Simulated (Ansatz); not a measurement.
C₃H₄BF (`C#CB(C)F`), 9 atoms. Charge 0, multiplicity 1. All runs use 2 threads of a server CPU on a shared host. Correlated methods freeze the cores.

Task: How many basis functions does each run have, and how long does it take in Ansatz? RHF-CCSD(T)/def2-SVP energy; RKS ωB97X-V/def2-TZVPP energy; RKS PBE0-D4/def2-TZVP frequencies; RKS PBE0-D4/def2-SVP energy; RKS ωB97M-V/def2-QZVPP energy; RHF-CCSD(T)/def2-TZVPP energy; RHF-MP2/def2-QZVPP energy; RKS ωB97M-V/def2-SVP energy; RKS PBE0-D4/def2-TZVPP energy; RKS PBE0-D4/def2-QZVPP energy; RKS BLYP-D4/def2-TZVPP energy; RKS r2SCAN0-D4/def2-TZVPP energy. (Best estimate.)

Result: Ansatz gave: Other jobs shared the machine, so times are rough.

```json
{"level": "RKS PBE0-D4/def2-SVP", "job": "energy", "functions": "90", "wall time": "0.65 s", "peak host memory (GiB)": "0.19"}
{"level": "RKS BLYP-D4/def2-TZVPP", "job": "energy", "functions": "211", "wall time": "1.6 s", "peak host memory (GiB)": "0.25"}
{"level": "RKS ωB97M-V/def2-SVP", "job": "energy", "functions": "90", "wall time": "2 s", "peak host memory (GiB)": "0.26"}
{"level": "RKS PBE0-D4/def2-TZVPP", "job": "energy", "functions": "211", "wall time": "2.1 s", "peak host memory (GiB)": "0.4"}
{"level": "RKS r2SCAN0-D4/def2-TZVPP", "job": "energy", "functions": "211", "wall time": "2.6 s", "peak host memory (GiB)": "0.42"}
{"level": "RHF-CCSD(T)/def2-SVP", "job": "energy", "functions": "90", "wall time": "2.6 s", "peak host memory (GiB)": "0.37"}
{"level": "RKS PBE0-D4/def2-QZVPP", "job": "energy", "functions": "405", "wall time": "4.4 s", "peak host memory (GiB)": "1"}
{"level": "RKS ωB97X-V/def2-TZVPP", "job": "energy", "functions": "211", "wall time": "4.6 s", "peak host memory (GiB)": "0.49"}
{"level": "RKS ωB97M-V/def2-QZVPP", "job": "energy", "functions": "405", "wall time": "10 s", "peak host memory (GiB)": "1.2"}
{"level": "RHF-MP2/def2-QZVPP", "job": "energy", "functions": "405", "wall time": "16 s", "peak host memory (GiB)": "1.9"}
{"level": "RHF-CCSD(T)/def2-TZVPP", "job": "energy", "functions": "211", "wall time": "35 s", "peak host memory (GiB)": "3.5"}
{"level": "RKS PBE0-D4/def2-TZVP", "job": "frequencies", "functions": "179", "wall time": "77 s", "peak host memory (GiB)": "0.41"}
```
